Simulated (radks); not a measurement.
The numbers below are computed, except where a source is named.
Q: All-electron atom: V2+ in [Ar] 3d2.5 4p0.5 (fractional occupations, a model configuration). Code: a radial shooting solver on a logarithmic mesh with Libxc functionals. Model: scalar-relativistic Kohn-Sham, LDA (Slater exchange, Perdew-Wang correlation), spin-polarised, spherical densities, point nucleus; open shells are filled with parallel spins first. Some entries of the table are withheld. Estimate them.

orbital  occ.  eigenvalue (Ry)  r(max) (bohr)
1s up       1        -394.8041        0.04358
1s down     1        -394.8029        0.04358
2s up       1        -45.72090         0.2562
2s down     1        -45.64600         0.2561
2p up       3        -38.49079         0.2081
2p down     3        -38.43175         0.2080
3s up       1         -6.69832         0.8183
3s down     1         -6.51068         0.8188
3p up       3         -4.78575         0.8414
3p down     3         -4.60133         0.8422
3d up     2.5         -1.88549         0.8656
3d down     0         -1.70895         0.8715
4p up     0.5              (1)          2.785
4p down     0              (2)          2.864

A: 
(1) 4p up eigenvalue (Ry): -1.08883
(2) 4p down eigenvalue (Ry): -0.99040
